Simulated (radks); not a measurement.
Task: Zr XVIII, 23 electrons, occupied as [Ar] 3d5. Method: Dirac Kohn-Sham, LB94 model potential, spin-unpolarised, spherical densities, finite nucleus; open shells fill j = l - 1/2 first; Fermi nuclear charge, rms radius 4.2694 fm; computed with a radial shooting solver on a logarithmic mesh with Libxc functionals.

Spin-orbit splittings of the eigenvalues, e(l+1/2) - e(l-1/2), with zeta = 2 splitting/(2l+1) and mean radii in bohr:

shell  occ.  splitting (eV)  zeta (eV)  <r> j=l-1/2  <r> j=l+1/2
2p        6           87.41      58.27       0.1377       0.1420
3p        6               ?          ?       0.4240       0.4325
3d        5           3.313      1.325       0.3955       0.3981

Estimate the 3p splitting.

Result: 16.16 eV (zeta = 10.78 eV).
